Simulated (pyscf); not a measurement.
Optimised with ωB97X-D3(BJ)/def2-SVP in PySCF. MP2 and CC: frozen core, UHF for open shells. ΔMP2 is the change of the MP2 total energy from the triple- to the quadruple-zeta basis.

Estimate by transition-state theory (the high-pressure limit) the rate constant of `[F][Ga]` [singlet] + `[OH][SiH3]` → `[F][GaH][O][SiH3]` (singlet surface; H–O broken, Ga–O, Ga–H formed) at 900 K, with CCSD(T)/def2-TZVPP + ΔMP2(QZVPP) energies (ideal gas, 1 atm, RRHO with modes under 100 cm⁻¹ raised to 100, one conformer, R ln 2 for chiral ones without a mode under 150 cm⁻¹; no tunnelling).

The electronic barrier is 42.1 kcal/mol and the thermal terms add +25.4, so ΔG‡ = 67.4 kcal/mol. With k_BT/h = 1.88e+13 s⁻¹ and RT = 1.788 kcal/mol, and a volume of 1.23e-19 cm³ per molecule at 1 atm, k = 9.7e-23 cm³ molecule⁻¹ s⁻¹. The product is born with the 57 kcal/mol of the reverse barrier and needs collisions to keep. Wigner's tunnelling factor for 1493i cm⁻¹ would be 1.24. A shift of 1 kcal/mol in the barrier changes k by a factor 1.7. On the reactant side the descent ends in a complex (not fully relaxed), 7.6 kcal/mol under the separated species and 49.2 kcal/mol under the saddle at ωB97X-D3(BJ)/def2-TZVP. One saddle was located; it need not be the lowest between these sides. The CCSD(T) − MP2 part came from Ansatz, without density fitting, on the same reference. The frozen core leaves the outer d or s,p core shells of the metals and heavy elements correlated in the MP2 and CC values, and def2-TZVPP describes them poorly, which can shift differences by a few kcal/mol. Elements up to Kr have no core potential and no relativistic terms here.
